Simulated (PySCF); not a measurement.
**Basis-set dependence of population analyses: `BC(C)C`**

C₃H₉B.
Atom-mapped SMILES: `[BH2:1][CH:2]([CH3:3])[CH3:4]` (hydrogens: H5, H6 on B1; H7 on C2; H8, H9, H10 on C3; H11, H12, H13 on C4)

PBE0 throughout (PySCF), one geometry, spherical d and f functions. One conformer (not necessarily the lowest) at the PBE0-D3(BJ)/def2-SVP geometry, without solvent, vibrations or thermal averaging. Atoms taken as equivalent share a column and are averaged.

Mulliken charges (e):

| basis | functions | B1 | C2 | C3/C4 | H5/H6 | H7 | H8 (×6) |
| --- | --- | --- | --- | --- | --- | --- | --- |
| pcSseg-0 | 54 | +0.275 | -0.791 | -0.580 | +0.018 | +0.279 | +0.227 |
| 6-31G* | 74 | +0.099 | -0.232 | -0.522 | -0.017 | +0.175 | +0.173 |
| cc-pVDZ | 101 | +0.046 | -0.185 | -0.052 | -0.031 | +0.064 | +0.040 |
| def2-SVP | 101 | +0.064 | -0.219 | -0.048 | -0.028 | +0.068 | +0.040 |
| 6-311+G(2d,p) | 162 | +0.024 | +0.078 | -0.562 | -0.005 | +0.157 | +0.146 |
| aug-cc-pVDZ | 173 | -1.351 | -0.051 | +0.603 | +0.637 | -0.147 | -0.155 |
| def2-TZVP | 178 | -0.070 | -0.057 | -0.361 | +0.011 | +0.093 | +0.122 |
| IGLO-III | 230 | +0.168 | -0.139 | -0.370 | -0.053 | +0.110 | +0.118 |
| cc-pVTZ | 246 | -0.056 | -0.048 | -0.292 | +0.009 | +0.084 | +0.098 |

IAO charges (e):

```json
{"basis": "pcSseg-0", "functions": "54", "B1": "+0.043", "C2": "-0.247", "C3/C4": "-0.409", "H5/H6": "+0.007", "H7": "+0.176", "H8 (×6)": "+0.138"}
{"basis": "6-31G*", "functions": "74", "B1": "+0.064", "C2": "-0.229", "C3/C4": "-0.402", "H5/H6": "0.000", "H7": "+0.163", "H8 (×6)": "+0.134"}
{"basis": "cc-pVDZ", "functions": "101", "B1": "+0.049", "C2": "-0.224", "C3/C4": "-0.402", "H5/H6": "+0.005", "H7": "+0.166", "H8 (×6)": "+0.134"}
{"basis": "def2-SVP", "functions": "101", "B1": "+0.058", "C2": "-0.226", "C3/C4": "-0.391", "H5/H6": "+0.001", "H7": "+0.165", "H8 (×6)": "+0.130"}
{"basis": "6-311+G(2d,p)", "functions": "162", "B1": "+0.052", "C2": "-0.231", "C3/C4": "-0.415", "H5/H6": "+0.005", "H7": "+0.169", "H8 (×6)": "+0.138"}
{"basis": "aug-cc-pVDZ", "functions": "173", "B1": "+0.050", "C2": "-0.229", "C3/C4": "-0.413", "H5/H6": "+0.005", "H7": "+0.169", "H8 (×6)": "+0.138"}
{"basis": "def2-TZVP", "functions": "178", "B1": "+0.052", "C2": "-0.232", "C3/C4": "-0.415", "H5/H6": "+0.005", "H7": "+0.169", "H8 (×6)": "+0.138"}
{"basis": "IGLO-III", "functions": "230", "B1": "+0.051", "C2": "-0.232", "C3/C4": "-0.416", "H5/H6": "+0.005", "H7": "+0.170", "H8 (×6)": "+0.139"}
{"basis": "cc-pVTZ", "functions": "246", "B1": "+0.051", "C2": "-0.232", "C3/C4": "-0.416", "H5/H6": "+0.005", "H7": "+0.170", "H8 (×6)": "+0.139"}
```

Hirshfeld charges (e):

```json
{"basis": "pcSseg-0", "functions": "54", "B1": "+0.143", "C2": "-0.062", "C3/C4": "-0.101", "H5/H6": "-0.064", "H7": "+0.052", "H8 (×6)": "+0.033"}
{"basis": "6-31G*", "functions": "74", "B1": "+0.141", "C2": "-0.067", "C3/C4": "-0.100", "H5/H6": "-0.063", "H7": "+0.054", "H8 (×6)": "+0.033"}
{"basis": "cc-pVDZ", "functions": "101", "B1": "+0.143", "C2": "-0.076", "C3/C4": "-0.107", "H5/H6": "-0.063", "H7": "+0.057", "H8 (×6)": "+0.036"}
{"basis": "def2-SVP", "functions": "101", "B1": "+0.144", "C2": "-0.077", "C3/C4": "-0.110", "H5/H6": "-0.063", "H7": "+0.058", "H8 (×6)": "+0.037"}
{"basis": "6-311+G(2d,p)", "functions": "162", "B1": "+0.150", "C2": "-0.093", "C3/C4": "-0.115", "H5/H6": "-0.060", "H7": "+0.058", "H8 (×6)": "+0.039"}
{"basis": "aug-cc-pVDZ", "functions": "173", "B1": "+0.147", "C2": "-0.092", "C3/C4": "-0.122", "H5/H6": "-0.058", "H7": "+0.060", "H8 (×6)": "+0.041"}
{"basis": "def2-TZVP", "functions": "178", "B1": "+0.146", "C2": "-0.088", "C3/C4": "-0.117", "H5/H6": "-0.060", "H7": "+0.059", "H8 (×6)": "+0.040"}
{"basis": "IGLO-III", "functions": "230", "B1": "+0.146", "C2": "-0.090", "C3/C4": "-0.122", "H5/H6": "-0.058", "H7": "+0.059", "H8 (×6)": "+0.041"}
{"basis": "cc-pVTZ", "functions": "246", "B1": "+0.145", "C2": "-0.086", "C3/C4": "-0.118", "H5/H6": "-0.061", "H7": "+0.059", "H8 (×6)": "+0.040"}
```

Some averages cover members that differ in this geometry, most widely: H8 (×6), Mulliken in aug-cc-pVDZ -0.217 to -0.118 e.

Task: Which scheme is steadiest as the basis changes?

Result: Largest range over the bases for any column: IAO 0.02 e, Hirshfeld 0.03 e, Mulliken 1.63 e. IAO and Hirshfeld charges move least and Mulliken charges most, counted in e.

Task: How much do the charges still move between the two largest bases, IGLO-III and cc-pVTZ?

Result: At most, over all atoms: Mulliken 0.224 e, IAO 0.001 e, Hirshfeld 0.005 e.

Task: What do the same runs give for the total energy, the frontier levels and the dipole moment?

Result: 
| basis | energy (Eh) | HOMO (eV) | LUMO (eV) | μ (D) |
| --- | --- | --- | --- | --- |
| pcSseg-0 | -144.0486 | -8.45 | -1.10 | 0.64 |
| 6-31G* | -144.3651 | -8.15 | -0.74 | 0.70 |
| cc-pVDZ | -144.3734 | -8.22 | -1.02 | 0.72 |
| def2-SVP | -144.2653 | -8.27 | -1.04 | 0.72 |
| 6-311+G(2d,p) | -144.4083 | -8.31 | -1.22 | 0.69 |
| aug-cc-pVDZ | -144.3810 | -8.29 | -1.22 | 0.69 |
| def2-TZVP | -144.4178 | -8.30 | -1.17 | 0.70 |
| IGLO-III | -144.4243 | -8.31 | -1.21 | 0.69 |
| cc-pVTZ | -144.4168 | -8.30 | -1.15 | 0.70 |
